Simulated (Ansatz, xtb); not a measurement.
**Two isomers of C3H2BrNO**

We compare X, `Brc1cocn1`, a singlet, with Y, `Brc1cnco1`, a singlet. Both are isolated molecules in the gas phase, relaxed with PBE-D3(BJ)/def2-SVP.

Energies in hartree; the thermal terms are from GFN2-xTB frequencies at re-optimised GFN2-xTB minima (ideal gas, soft modes damped towards free rotors, one conformer each, 298.15 K, 1 atm) and include the zero-point energy:

|  | X | Y |
| --- | --- | --- |
| E, CCSD(T)/def2-SVP | −2816.963425 | −2816.961381 |
| E, MP2/def2-SVP | −2816.911522 | −2816.909402 |
| E, MP2/def2-TZVPP | −2817.723673 | −2817.722012 |
| zero-point energy | 0.047038 | 0.047034 |
| H(298 K) − E | 0.052866 | 0.052896 |
| G(298 K) − E | 0.017234 | 0.017179 |

Correct the CCSD(T) difference for the basis set by the MP2 change, then work out ΔE, ΔE₀, ΔH and ΔG for X → Y in kJ/mol (1 Eh = 2625.50 kJ/mol) and the equilibrium ratio [Y]/[X].

1. Differences Y − X: CCSD(T) +0.002044, MP2 in the small set +0.002120, MP2 in the large set +0.001661 Eh.
2. ΔE = +0.002044 + (+0.001661 − (+0.002120)) = +0.001585 Eh = +4.16 kJ/mol.
3. ΔE₀ = ΔE + ΔZPE = +0.001585 + (−0.000004) Eh = +4.15 kJ/mol.
4. ΔH = ΔE + (+0.000030) Eh = +4.24 kJ/mol.
5. ΔG = ΔE + (−0.000055) Eh = +4.02 kJ/mol, so ΔS = (ΔH − ΔG)/T = +0.7 J/(mol K).
6. kT = 0.9442 mEh, so K = [Y]/[X] = exp(−ΔG/kT) = exp(−1.62) ≈ 0.2.

The two are too close for this level to say which is favoured. An error of 4 kJ/mol in ΔG would change K by a factor of 5. Mirror images and further conformers aren't counted.

As drawn, both hold the same kinds of bond in the same numbers.

Other levels gave ΔE = +3.5 (GFN2-xTB); +0.1 (HF/STO-3G, GFN2-xTB geometries); +5.5 (r2SCAN-D4/def2-SVP, GFN2-xTB geometries); +4.9 (PBE-D3(BJ)/def2-SVP); +6.4 (HF/def2-SVP); +5.6 (MP2/def2-SVP); +5.4 (CCSD(T)/def2-SVP) kJ/mol. The correlated steps freeze 14 core orbitals; the filled d shell of Br is correlated, in a basis made for valence electrons. Programs: Ansatz 0.2.0, xtb 6.7.1.
